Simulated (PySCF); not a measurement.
## Two probes of the same atoms: core binding energy and nuclear shielding

Compound: C₅H₁₁BO₃.
Bonds: C1–C2, C2–C3, C2–O4, O4–B5, B5–O6, O6–C7, C7–C8, C8–O9, B5–O9. Hydrogens: H10, H11, H12 on C1; H13 on C2; H14, H15, H16 on C3; H17, H18 on C7; H19, H20 on C8.

Binding energies: delta-SCF UKS SCAN, pcX-2 on the ionised atom, pcseg-1 elsewhere, spin-free X2C (PySCF 2.14.0). Shieldings: GIAO KT2/pcSseg-1, non-relativistic, same geometry.

```tsv
atom	C 1s (eV)
C1	290.51
C2	292.09
C7	292.51
```

What are the absolute isotropic shieldings of these atoms?

```tsv
atom	environment	C 1s (eV)	isotropic shielding (ppm)
C1	methyl carbon	290.51	158.2
C2	sp3 carbon bound to oxygen	292.09	112.9
C7	sp3 carbon bound to oxygen	292.51	114.9
```

Among the listed atoms, is the one with the highest binding energy also the least shielded?

No. The highest binding energy is at C7 (292.51 eV, shielding 114.9 ppm), the lowest shielding at C2 (112.9 ppm, 292.09 eV).

By binding energy: C1 < C2 < C7. By shielding: C2 < C7 < C1.

Of atoms equivalent by bonding only the ionised one is listed; its partners' own values can differ in this conformer. Geometry: PBE0-D3(BJ)/def2-SVP, one conformer, isolated molecule.

The values belong to the conformer `[CH3:1][CH:2]([CH3:3])[O:4][B:5]1[O:6][CH2:7][CH2:8][O:9]1`: C1–C2–O4–B5 154°, C2–O4–B5–O6 -2°.
